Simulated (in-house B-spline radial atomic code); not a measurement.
Radial electron density of Pm III (Pm2+), [Xe] 4f5. All numbers are computed (scalar-relativistic (X2C) Hartree-Fock with fractional occupations, spin-polarised, spherical fractional occupations; Fermi nucleus of rms radius 4.962 fm) with an all-electron radial atomic-structure program (B-spline basis), not measured.

Caution: exact exchange at fractional occupations of open shells leaves self-interaction of up to several eV.

One-electron X2C: radii and densities carry no picture-change correction, so inner-shell <1/r> comes out high (for 1s by about 2 % at Z = 33, 5 % at 54, 10 % at 75, 30 % at 118) and <r> low.

Columns: r (bohr), 4πr²n(r) (electrons per bohr), bar.

```
0.000613    2.485 #
0.000756    3.414 #
0.000931    4.662 ##
 0.00115    6.369 ###
 0.00141    8.559 ####
 0.00174    11.53 #####
 0.00215    15.44 ######
 0.00265    20.38 ########
 0.00326     26.5 ###########
 0.00402       34 ##############
 0.00495    42.69 ##################
  0.0061    52.36 ######################
 0.00751    62.26 ##########################
 0.00926    71.47 ##############################
  0.0114    78.47 ################################
  0.0141    82.03 ##################################
  0.0173    81.29 ##################################
  0.0213    77.07 ################################
  0.0263    72.06 ##############################
  0.0324    70.74 #############################
  0.0399    76.74 ################################
  0.0492    89.69 #####################################
  0.0606    102.8 ##########################################
  0.0747    106.4 ############################################
   0.092     96.8 ########################################
   0.113    82.91 ##################################
    0.14    79.36 #################################
   0.172    88.62 #####################################
   0.212    92.51 ######################################
   0.261    75.01 ###############################
   0.322    47.59 ####################
   0.397    35.75 ###############
   0.489     40.8 #################
   0.603    42.13 #################
   0.742    31.39 #############
   0.915    18.65 ########
    1.13    12.04 #####
    1.39    9.394 ####
    1.71    6.683 ###
    2.11    3.574 #
     2.6    1.361 #
     3.2   0.3573 
    3.95  0.06089 
    4.86 0.007178 
    5.99 0.0005989
```

On this grid the curve has 4 maxima, near 0.0141, 0.0747, 0.212, 0.603 bohr.

The 5p up radial function P(r) = rR(r), positive near the nucleus:

| r (bohr) | P |
| --- | --- |
| 0.000931 | 0.0009079 |
| 0.00141 | 0.001746 |
| 0.00215 | 0.003448 |
| 0.00326 | 0.006804 |
| 0.00495 | 0.01345 |
| 0.00751 | 0.0262 |
| 0.0114 | 0.04959 |
| 0.0173 | 0.08877 |
| 0.0263 | 0.1446 |
| 0.0399 | 0.1981 |
| 0.0606 | 0.1928 |
| 0.092 | 0.04954 |
| 0.14 | -0.2059 |
| 0.212 | -0.2775 |
| 0.322 | 0.1015 |
| 0.489 | 0.4572 |
| 0.742 | 0.02834 |
| 1.13 | -0.737 |
| 1.71 | -0.8432 |
| 2.6 | -0.3996 |
| 3.95 | -0.07611 |
| 5.99 | -0.004148 |
